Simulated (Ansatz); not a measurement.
Tuning the range parameter of LC-ωPBE so that −HOMO meets the ionisation energy; basis def2-SVP, Ansatz. System: Si18H28. Total charge 0; singlet. Geometry: PBE-D4/def2-SVP. The ionised state is a doublet.

Geometry of the singlet:

```xyz
46

Si    3.1454   -0.9507    2.1098
Si   -0.7473   -3.8155    0.3717
Si    0.3501    1.7056    2.4460
Si   -2.5247   -0.7914    1.4158
Si    3.8886    2.7567    1.5346
Si    2.6948    0.4535   -1.2435
Si    0.8390    3.7760   -0.5359
Si   -0.5219   -1.3682   -2.6189
Si   -3.2377    0.9906   -1.9464
Si   -3.8865   -2.7563   -1.5326
Si    2.6309    1.2348    2.8119
Si   -0.3257   -1.6781    1.2661
Si    1.7614   -1.1708    0.2170
Si   -1.6031   -3.2758   -1.7522
Si   -0.5355    2.0404    0.2671
Si   -3.9638   -0.6712   -0.4479
Si    2.9356    2.7125   -0.6145
Si   -0.8985    0.8099   -1.7491
H     2.8168   -1.9664    3.1739
H     4.6087   -1.0612    1.7578
H    -1.7734   -4.5736    1.1779
H     0.5075   -4.6437    0.2713
H    -0.5041    0.7914    3.2829
H     0.1332    3.1075    2.9774
H    -3.1166   -1.8522    2.3210
H    -2.5699    0.5024    2.1835
H     5.3367    2.3394    1.4772
H     3.8048    4.1399    2.1297
H     4.1017   -0.1045   -1.3049
H     2.1362    0.3659   -2.6385
H     0.8782    4.9512    0.4100
H     0.4094    4.2551   -1.8988
H     0.9397   -1.6583   -2.8309
H    -1.1214   -1.1483   -3.9930
H    -3.7354    2.3552   -1.5448
H    -3.7132    0.6855   -3.3458
H    -4.5972   -3.8026   -0.7114
H    -4.5407   -2.6791   -2.8891
H     2.8663    1.4361    4.2905
H     0.0510   -1.8228    2.7261
H     2.1039   -2.4635   -0.4949
H    -1.3866   -4.3757   -2.7653
H    -1.9089    2.6021    0.5729
H    -5.3423   -0.3947    0.1053
H     3.8603    3.3324   -1.6359
H    -0.2456    1.6807   -2.8028
```

Single mean-field runs in def2-SVP are fitted with def2-universal-jkfit.

```tsv
ω (1/bohr)	HOMO (eV)	LUMO (eV)	vertical IE (eV)	HOMO + IE (eV)
0.1	-7.78	-0.78	8.14	0.36
0.15	-8.30	-0.35	8.34	0.04
0.2	-8.71	-0.03	8.55	-0.17
0.3	-9.32	0.33	8.85	-0.47
```

Q: Where does the tuning condition hold?

A: Near ω = 0.16 bohr⁻¹, by linear interpolation.
